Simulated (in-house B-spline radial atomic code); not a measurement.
N is squeezed into an impenetrable sphere of radius R (the orbitals vanish at R). Level of theory: Dirac-Kohn-Sham LDA VWN5, spherical fractional occupations, Fermi nucleus of rms radius 2.5582 fm; calculated with a B-spline radial code for spherical atoms.

Energies in eV above the free atom in [He] 2s2 2p3:

```json
{"R (bohr)": "8.52", "highest level (eV)": "-7.23", "[He] 2s2 2p3": "0.001669", "[He] 2s1 2p4": "11.21"}
{"R (bohr)": "5.78", "highest level (eV)": "-7", "[He] 2s2 2p3": "0.09849", "[He] 2s1 2p4": "11.32"}
{"R (bohr)": "5.39", "highest level (eV)": "-6.85", "[He] 2s2 2p3": "0.1783", "[He] 2s1 2p4": "11.42"}
{"R (bohr)": "4.58", "highest level (eV)": "-6.22", "[He] 2s2 2p3": "0.6307", "[He] 2s1 2p4": "11.95"}
{"R (bohr)": "3.76", "highest level (eV)": "-4.46", "[He] 2s2 2p3": "2.418", "[He] 2s1 2p4": "13.99"}
{"R (bohr)": "3.28", "highest level (eV)": "-2.14", "[He] 2s2 2p3": "5.547", "[He] 2s1 2p4": "17.44"}
{"R (bohr)": "2.56", "highest level (eV)": "6.04", "[He] 2s2 2p3": "20.86", "[He] 2s1 2p4": "33.56"}
{"R (bohr)": "2.12", "highest level (eV)": "17.7", "[He] 2s2 2p3": "49.84", "[He] 2s1 2p4": "62.86"}
{"R (bohr)": "1.88", "highest level (eV)": "28.7", "[He] 2s2 2p3": "82.47", "[He] 2s1 2p4": "95.03"}
{"R (bohr)": "1.53", "highest level (eV)": "57", "[He] 2s2 2p3": "181.3", "[He] 2s1 2p4": "189.9"}
```

Question: Does [He] 2s1 2p4 fall below [He] 2s2 2p3 under compression?

Answer: No, it stays above over the whole range.

The highest level is first positive in the row R = 2.56 bohr, pushed up by confinement above the zero of the free ion's potential. Each configuration is held fixed and needn't be the lowest in the sphere.
